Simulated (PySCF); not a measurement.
C3H6Cl, SMILES C[C](C)Cl (connectivity only; charge and spin as stated), charge +1, multiplicity 1. Atoms are numbered in the order given.

```xyz
10

C     -0.0154    -1.2826    -1.0552
C      0.0000     0.0000    -0.3507
C      0.0154     1.2826    -1.0552
Cl     0.0000     0.0000     1.3108
H      1.0555    -1.5187    -1.2575
H     -0.4938    -1.1912    -2.0430
H     -0.4253    -2.1078    -0.4579
H     -1.0555     1.5187    -1.2575
H      0.4253     2.1078    -0.4579
H      0.4938     1.1912    -2.0430
```
Charge +1, spin multiplicity 1.

Coordinates come from a B3LYP-D3(BJ)/def2-SVP optimisation. The multiplicity is an assumed one; other spin states were not compared. The isomer is the one that the SMILES or the coordinates give; other isomers of the formula were not compared.

These are r2SCAN/def2-TZVP (PySCF) values and carry that method's errors.

Symmetry labels are those of the subgroup C2 that the program uses (full group C2).

Task: List the valence orbital energies around the gap with their symmetry. (An estimate is asked for; the answer gives what the named calculation found.)

Result: 
```csv
orbital,symmetry,energy (eV)
HOMO−7,A,-18.39
HOMO−6,B,-17.83
HOMO−5,B,-17.76
HOMO−4,A,-16.01
HOMO−3,A,-15.87
HOMO−2,B,-15.58
HOMO−1,B,-15.09
HOMO,B,-14.00
LUMO,B,-9.84
LUMO+1,A,-5.50
LUMO+2,A,-3.71
LUMO+3,A,-2.55
```
